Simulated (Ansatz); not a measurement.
Total energies of Al(H2O)F3 (AlOF₃H₂) from Ansatz at r2SCAN-D4/def2-TZVP, gas phase (1 Eh = 27.2114 eV = 2625.5 kJ/mol). The reference geometry is relaxed at PBE0-D4/def2-SVP.

```xyz
7

Al   -0.810   -0.022   -0.202
O     1.102    0.277    0.020
H     1.285    0.551    0.931
H     1.590   -0.544   -0.144
F    -0.659   -1.640   -0.574
F    -1.319    1.000   -1.403
F    -1.191    0.378    1.371
```

```tsv
state	geometry	energy (Eh)
charge 0 singlet	reference	-618.66236
charge 1 doublet	reference	-618.19627
free Al atom (doublet)	–	-242.33055
free O atom (triplet)	–	-75.05861
free H atom (doublet)	–	-0.49993
free F atom (doublet)	–	-99.72763
```

Question: Work out the vertical ionisation energy to the doublet.

Answer: E(charge 1 doublet) − E(charge 0 singlet) = -618.19627 − (-618.66236) = 0.46609 Eh = 12.68 eV. For comparison, −ε of the highest occupied level is 9.08 eV at this level, 3.60 eV less.

Question: What is the binding energy per atom against free atoms?

Answer: Atoms: 1 × (-242.33055) + 1 × (-75.05861) + 2 × (-0.49993) + 3 × (-99.72763) = -617.57191 Eh. Binding: -617.57191 − (-618.66236) = 1.09045 Eh = 29.67 eV, or 4.24 eV for each of 7 atoms (no zero-point energy, no counterpoise term).
